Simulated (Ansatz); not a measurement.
A CCSD(T) single point on C$_{5}$H$_{6}$O$_{2}$, SMILES `C=C1CCOC1=O`.

```yaml
crystal:
  periodic: [false, false, false]
  atoms:
    - {symbol: C, position_ang: [-1.732291, -0.503149, 0.885539]}
    - {symbol: C, position_ang: [-0.616275, -0.055556, 0.330723]}
    - {symbol: C, position_ang: [0.784121, -0.568626, 0.398927]}
    - {symbol: C, position_ang: [1.432512, 0.116523, -0.805163]}
    - {symbol: O, position_ang: [0.621564, 1.252801, -1.111553]}
    - {symbol: C, position_ang: [-0.603787, 1.147414, -0.548002]}
    - {symbol: O, position_ang: [-1.480667, 1.929720, -0.760468]}
    - {symbol: H, position_ang: [-1.752619, -1.386291, 1.513397]}
    - {symbol: H, position_ang: [-2.662193, 0.026699, 0.712028]}
    - {symbol: H, position_ang: [1.261130, -0.241126, 1.327814]}
    - {symbol: H, position_ang: [0.855234, -1.655495, 0.351188]}
    - {symbol: H, position_ang: [1.449696, -0.536359, -1.682234]}
    - {symbol: H, position_ang: [2.443586, 0.473467, -0.612197]}
basis:
  gaussian: {orbitals: def2-SVP}
correlation: {method: ccsd_t}
```

```sh
$ ansatz run in.yaml --threads 4 --pin off --events-out ev --progress --plain --max-ram 11315MiB
```

Log, shortened:

```
Functional definition: HF
1294 factors; integrals over basis functions are off by at most 1.4e-3 eV
mean field evaluation 1: about -9309.4187 eV, gradient 4.4e1 eV
mean field evaluation 2: about -9309.5991 eV, gradient 4.4e1 eV
mean field evaluation 4: about -9314.0764 eV, gradient 5.7e0 eV
mean field evaluation 8: about -9314.1827 eV, gradient 4.8e-1 eV
mean field evaluation 16: about -9314.1846 eV, gradient 9.1e-7 eV
mean field -9314.18458449 eV, -342.2899700988 hartree, gradient 9.1e-7 eV, S^2 0.000000; 0 other end points of the search recorded, 0 dependent functions left out; unrestricted orbitals would lower it
7 core orbitals not correlated: weight in the atoms' cores, before any rotation towards them, 1.000 or more for the frozen orbitals, at most 0.000 for the correlated occupied ones
reference -9314.18458449 eV, -342.2899700988 hartree; 19, 19 occupied and 102, 102 virtual orbitals, 1294 factors
second order -27.62298009 eV of doubles, -0.00000000 eV of singles
cycle   1  -27.91321755 eV  change   -2.9e-1 eV  update   1.3e-1
cycle   2  -28.66943422 eV  change   -7.6e-1 eV  update   4.2e-2
cycle   3  -28.88692920 eV  change   -2.2e-1 eV  update   2.3e-2
cycle   4  -28.87899838 eV  change    7.9e-3 eV  update   5.8e-3
cycle   5  -28.87768927 eV  change    1.3e-3 eV  update   2.8e-3
cycle   6  -28.87864535 eV  change   -9.6e-4 eV  update   8.6e-4
cycle   7  -28.87820662 eV  change    4.4e-4 eV  update   3.9e-4
cycle   8  -28.87804201 eV  change    1.6e-4 eV  update   1.2e-4
cycle   9  -28.87808073 eV  change   -3.9e-5 eV  update   5.1e-5
cycle  10  -28.87809190 eV  change   -1.1e-5 eV  update   1.6e-5
perturbative correction -1.02507344 eV, -0.0376707539 hartree
Total energy: -9344.08774982 eV, -343.3888911556 hartree
```

It took 18 s on 4 threads of an Arm Neoverse V2 on a shared host, with 0.93 GiB of host memory at the peak.

Correlation energy per correlated electron: -0.787 eV. T1 diagnostic: 0.0145.
